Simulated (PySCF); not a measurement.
# Diatomic anions of Be with the alkali metals

r²SCAN with double-zeta basis sets in PySCF, for the lowest determinant that a PBE0 search found; no spin–orbit coupling. De refers to high-spin ground-configuration atoms (the charge goes to the atom of lower measured ionisation energy or higher electron affinity, which is not always the lowest computed limit). A positive dipole points towards Be; it is taken about the centre of mass and depends on that origin.

```tsv
M	basis	charged atom	state (unpaired electrons)	Re (Å)	ωe (cm⁻¹)	De (eV)	μ (D)
Na	def2-SVPD	Na−	singlet (closed shell)	3.267	153	n/a	-0.62
K	aug-pcseg-1	K−	singlet (closed shell)	3.800	111	0.36	0.97
Rb	def2-SVPD	Rb−	singlet (closed shell)	3.957	104	0.39	-1.38
Cs	def2-SVPD	Cs−	singlet (closed shell)	4.189	94.7	0.37	-1.23
```

The shortest bond is that of NaBe⁻ (3.267 Å), the longest that of CsBe⁻ (4.189 Å).

The rows differ in basis set, which adds steps of its own.

Down a group the atoms grow and get heavier, so bonds lengthen and wavenumbers fall; this series shows no clear exception.

Closed-shell solutions of metal pairs were not tested for spin polarisation, which can lower them a little. Weak bonds: CsBe⁻, KBe⁻, RbBe⁻. Basis-set superposition, not corrected here, can be much of De in a small basis, most of all at correlated wavefunction levels. Spin–orbit coupling is left out. For an ion De counts to the pair picked by the measured ionisation energies or electron affinities, which need not be the lowest pair at this level. The highest Kohn–Sham level is positive in some of these anions. Much of that is self-interaction error, but it also means that the finite basis helps to hold the extra electron.
